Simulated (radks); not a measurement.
Valence configurations of Yb IV (all share [Xe]). Calculated with a radial shooting solver on a logarithmic mesh with Libxc functionals: scalar-relativistic Kohn-Sham, PBE, spin-polarised, spherical densities, point nucleus; open shells are filled with parallel spins first (spin-orbit coupling, left out, can overturn this in heavy ions). Energies are relative to 4f13; eigenvalues in eV for spin up.

| valence | E (eV) | moment (Bohr magnetons) | e(4f) | e(5d) | e(6p) | e(6s) |
|---|---|---|---|---|---|---|
| 4f13 | 0.000 | 1 | -36.394 | - | - | - |
| 4f12 6p1 | 21.495 | 3 | -49.025 | - | -21.346 | - |
| 4f11 6p2 | 52.333 | 5 | -62.674 | - | -23.948 | - |
| 4f12 5d1 | 12.741 | 3 | -44.452 | -27.523 | - | - |
| 4f11 5d1 6s1 | 33.827 | 5 | -56.604 | -32.026 | - | -28.357 |
| 4f11 5d1.5 6s0.5 | 32.068 | 5 | -54.865 | -30.906 | - | -27.547 |
| 4f12.5 6s0.5 | 6.490 | 2 | -41.900 | - | - | -25.830 |
| 4f12 6s1 | 14.862 | 3 | -47.709 | - | - | -27.259 |
| 4f12.5 5d0.5 | 5.789 | 2 | -40.337 | -26.351 | - | - |
| 4f12 5d0.5 6s0.5 | 13.732 | 3 | -46.068 | -28.576 | - | -26.447 |

NIST lists [Xe] 4f13 as the ground configuration; this level of theory agrees among the configurations tried. The energies are those of spherical high-spin densities, not of single terms.
